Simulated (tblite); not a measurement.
Record of a relaxation.

Compound: C4H9F3Si.
Bonds: F1–C2, C2–F3, C2–F4, C2–C5, C5–C6, C6–C7, C7–Si8. Hydrogens: H9, H10 on C5; H11, H12 on C6; H13, H14 on C7; H15, H16, H17 on Si8.

Computed with GFN2-xTB (tblite), gas phase: L-BFGS steps from a force-field or distance-geometry start until the largest atomic force falls under 0.01 eV/Å. 4 of its 36 geometries are shown.

Step 0: E = -791.7355 eV, largest atomic force 1.320 eV/Å
```
atom  x, y, z in Å  |  force x, y, z in eV/Å
F1      2.586    1.558   -0.398    0.097  -0.216  -0.256
C2      2.536    0.216   -0.428   -0.161  -0.365   0.743
F3      2.416   -0.187   -1.698    0.129   0.249   0.049
F4      3.733   -0.232    0.020   -0.117   0.200  -0.269
C5      1.414   -0.324    0.450   -0.324  -0.104  -0.121
C6      0.042    0.168   -0.037   -0.045   0.046   0.028
C7     -1.080   -0.377    0.843    0.600  -0.337   0.404
Si8    -2.804    0.156    0.367   -1.169   0.494  -0.362
H9      1.446   -1.421    0.428    0.092   0.187  -0.104
H10     1.575   -0.011    1.485    0.136   0.098  -0.118
H11     0.026    1.264   -0.025    0.009  -0.137   0.055
H12    -0.112   -0.143   -1.075    0.030  -0.041   0.082
H13    -1.051   -1.475    0.845    0.140   0.156  -0.030
H14    -0.904   -0.073    1.882    0.099  -0.044  -0.121
H15    -2.921    1.639    0.427    0.068  -0.416  -0.007
H16    -3.110   -0.299   -1.007    0.085   0.083   0.244
H17    -3.799   -0.445    1.297    0.331   0.145  -0.216
```

Step 12: E = -791.7957 eV, largest atomic force 0.041 eV/Å
```
atom  x, y, z in Å  |  force x, y, z in eV/Å
F1      2.585    1.546   -0.409   -0.004   0.017  -0.011
C2      2.524    0.206   -0.409    0.014   0.003  -0.002
F3      2.419   -0.171   -1.692   -0.005   0.005  -0.019
F4      3.725   -0.226    0.013    0.023   0.000  -0.006
C5      1.401   -0.327    0.451   -0.017  -0.006   0.009
C6      0.033    0.164   -0.028   -0.040  -0.005   0.009
C7     -1.079   -0.385    0.858   -0.012  -0.013   0.018
Si8    -2.830    0.171    0.347    0.023  -0.008   0.009
H9      1.451   -1.417    0.416    0.004  -0.020   0.000
H10     1.590    0.000    1.474    0.006   0.006   0.020
H11     0.018    1.256   -0.010    0.001  -0.001  -0.007
H12    -0.123   -0.158   -1.060    0.004   0.009  -0.006
H13    -1.029   -1.476    0.846   -0.007   0.010   0.014
H14    -0.888   -0.079    1.889   -0.013  -0.013  -0.006
H15    -2.917    1.630    0.419    0.016   0.006  -0.013
H16    -3.108   -0.288   -1.014    0.015   0.009  -0.005
H17    -3.777   -0.432    1.284   -0.007   0.000  -0.003
```

Step 23: E = -791.7973 eV, largest atomic force 0.039 eV/Å
```
atom  x, y, z in Å  |  force x, y, z in eV/Å
F1      2.572    1.552   -0.416   -0.014   0.018  -0.008
C2      2.517    0.211   -0.416   -0.001   0.005   0.000
F3      2.404   -0.165   -1.699   -0.010   0.003  -0.015
F4      3.726   -0.213   -0.005   -0.006  -0.007   0.002
C5      1.402   -0.328    0.452   -0.002  -0.014   0.021
C6      0.026    0.155   -0.015   -0.004   0.002  -0.003
C7     -1.083   -0.397    0.873    0.013  -0.007   0.009
Si8    -2.822    0.173    0.343    0.007   0.005  -0.006
H9      1.459   -1.417    0.417    0.005  -0.031  -0.004
H10     1.596   -0.001    1.474    0.015   0.012   0.034
H11     0.006    1.246    0.005    0.005   0.008  -0.009
H12    -0.132   -0.165   -1.046   -0.003   0.004  -0.012
H13    -1.035   -1.487    0.865   -0.001  -0.001  -0.007
H14    -0.897   -0.091    1.905    0.003   0.004   0.001
H15    -2.883    1.635    0.399   -0.004  -0.010   0.015
H16    -3.077   -0.275   -1.027   -0.002  -0.012   0.008
H17    -3.787   -0.422    1.268    0.000   0.020  -0.024
```

Step 35: E = -791.7983 eV, largest atomic force 0.008 eV/Å
```
atom  x, y, z in Å  |  force x, y, z in eV/Å
F1      2.550    1.557   -0.421   -0.003  -0.005  -0.001
C2      2.507    0.216   -0.421   -0.004  -0.002   0.003
F3      2.382   -0.160   -1.703    0.001   0.003   0.005
F4      3.723   -0.200   -0.023    0.000   0.003  -0.007
C5      1.405   -0.333    0.458    0.003  -0.001   0.003
C6      0.027    0.148   -0.004    0.007  -0.003   0.002
C7     -1.082   -0.403    0.883    0.002   0.002  -0.004
Si8    -2.813    0.177    0.336    0.005  -0.003   0.003
H9      1.468   -1.422    0.421   -0.002   0.002  -0.001
H10     1.606   -0.005    1.480    0.000   0.001  -0.001
H11     0.007    1.240    0.014    0.000  -0.005   0.002
H12    -0.132   -0.170   -1.037    0.000  -0.001   0.005
H13    -1.038   -1.494    0.873   -0.001   0.001  -0.005
H14    -0.898   -0.098    1.914   -0.002   0.004  -0.002
H15    -2.861    1.639    0.398   -0.004  -0.001  -0.005
H16    -3.055   -0.279   -1.034   -0.001   0.006   0.000
H17    -3.804   -0.401    1.243   -0.001  -0.001   0.003
```

**Question.** Summarise the path.

**Answer.** The energy falls by 6.07 kJ/mol from step 0 to step 35; nine tenths of that is first reached at step 4. It falls at every step. The largest force goes from 1.320 to 0.008 eV/Å. Among the bonds C7–Si8 changes most, from 1.866 to 1.906 Å; the atoms move by 0.046 Å rms after alignment.

**Question.** Follow the three bonds and two angles with the largest change from start to end.

**Answer.** 
```
step  E above end (kJ/mol)  largest force (eV/Å)  C7–Si8 (Å)  Si8–H15 (Å)  Si8–H17 (Å)  C6–C7–Si8 (°)  F1–C2–F3 (°)
   0                  6.07                 1.320       1.866        1.489        1.488          115.5         109.0
   2                  0.95                 0.250       1.909        1.464        1.468          114.7         107.0
   3                  0.65                 0.165       1.910        1.460        1.464          114.7         106.6
   5                  0.44                 0.056       1.904        1.461        1.463          114.7         106.3
   6                  0.40                 0.074       1.903        1.463        1.464          114.6         106.3
   8                  0.33                 0.038       1.905        1.464        1.465          114.4         106.4
   9                  0.31                 0.032       1.907        1.464        1.465          114.4         106.4
  11                  0.28                 0.039       1.907        1.463        1.464          114.2         106.5
  12                  0.26                 0.041       1.907        1.463        1.463          114.1         106.5
  14                  0.23                 0.027       1.905        1.463        1.462          113.8         106.5
  15                  0.22                 0.034       1.904        1.463        1.462          113.7         106.4
  17                  0.19                 0.034       1.905        1.463        1.463          113.5         106.4
  18                  0.17                 0.027       1.906        1.463        1.463          113.5         106.3
  20                  0.15                 0.025       1.907        1.464        1.464          113.4         106.3
  21                  0.13                 0.033       1.907        1.464        1.464          113.4         106.4
  23                  0.10                 0.039       1.905        1.464        1.464          113.2         106.5
  24                  0.08                 0.028       1.905        1.464        1.464          113.1         106.5
  26                  0.05                 0.035       1.905        1.463        1.463          112.9         106.5
  27                  0.04                 0.026       1.905        1.463        1.463          112.8         106.5
  29                  0.02                 0.018       1.905        1.463        1.463          112.7         106.4
  30                  0.01                 0.016       1.905        1.463        1.463          112.7         106.3
  32                  0.01                 0.012       1.905        1.464        1.463          112.6         106.3
  33                  0.00                 0.012       1.905        1.464        1.463          112.6         106.4
  35                  0.00                 0.008       1.906        1.463        1.463          112.6         106.4
```

What follows is the cost of the whole relaxation. Time: 0.35 s. Hardware: an Arm Neoverse N1 with one thread (shared host).
